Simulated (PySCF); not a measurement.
**RuO₂(OH)₂: fields on a plane**

Method: B3LYP/[Ru def2-SVP with ECP28, O def2-SVP, H def2-SVP], scalar-relativistic core potentials, density fitting, no spin–orbit coupling, PySCF.

The singlet minimum has O–H 0.975 Å (×2), Ru–O 1.668 Å (×2), Ru–O 1.876 Å (×2); H–O–Ru 112.9° (×2), O–Ru–O 90.8°, O–Ru–O 108.4° (×4), O–Ru–O 126.6°.

The plane holds Ru1 at (0.00, 0.00), O2 at (1.67, 0.00), O3 at (-1.00, 1.34) Å. Columns run from x = -2.85 to 4.05 Å, rows from y = 3.75 (top) to -1.95 Å, in steps of 0.3 Å. Other isomers or separated fragments may lie lower. Core electrons replaced by a potential are absent, the electrostatic potential uses the reduced nuclear charge, and values within about 0.7 Å of such atoms have no physical meaning.

Question: Give the electron localisation function (set to 0 where the density is under 0.005 e/Å³). Lower edges of the bins: '0' 0.000, '1' 0.100, '2' 0.200, '3' 0.300, '4' 0.400, '5' 0.499, '6' 0.599, '7' 0.699, '8' 0.799, '9' 0.899; top 1.00.

Answer: 
```
000000000000000000000000
000000000000000000000000
000000000000000000000000
000011222100000000000000
000134554310000000000000
001357776530000000000000
013578888641000000000000
014788578731000111000000
025786918621012443200000
025788367222125665420000
014688863476237887531000
002455326898358888741000
000121158008465458742000
000000168007465458742000
000000148887258888741000
000000125663137887531000
000000012221025665310000
000000001110013443100000
000000000000000110000000
000000000000000000000000
```

Question: Give the electron density (e/Å³) (cut at 5 e/Å³). Lower edges of the bins (e/Å³): '0' 0.000, '1' 0.030, '2' 0.076, '3' 0.151, '4' 0.268, '5' 0.455, '6' 0.750, '7' 1.218, '8' 1.960, '9' 3.136; top 5.00.

Answer: 
```
000000000000000000000000
000000000000000000000000
000000000000000000000000
000000000000000000000000
000011221000000000000000
000123443210000000000000
001246775321000000000000
001369997521100000000000
001479998532111110000000
001369998654333332100000
001257887887545654210000
000134579999768986310000
000123479779889997420000
000012489779889997420000
000012469999668986310000
000012357886445654210000
000012334543333332100000
000011233332111110000000
000011222211100000000000
000001221110000000000000
```
